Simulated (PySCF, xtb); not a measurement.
CH3Cl2NSi2, SMILES Cl[Si]1(Cl)N=C[SiH2]1.

Harmonic wavenumbers (cm⁻¹) from GFN2-xTB in xtb at its own minimum, in rising order: 73, 100, 131, 159, 280, 310, 359, 448, 468, 519, 523, 578, 695, 733, 769, 819, 1217, 1594, 2253, 2256, 3005.

Q: What does PBE-D3(BJ)/def2-SVP (PySCF) give at its own minimum? (Estimate from the structure and the level; the computed values follow.)

A: 78, 110, 154, 191, 259, 335, 440, 444, 523, 560, 602, 626, 724, 732, 864, 894, 1238, 1529, 2137, 2159, 2954. Paired by order, the mean absolute difference is 46 cm⁻¹ and the zero-point energies are 24.7 and 25.1 kcal/mol.
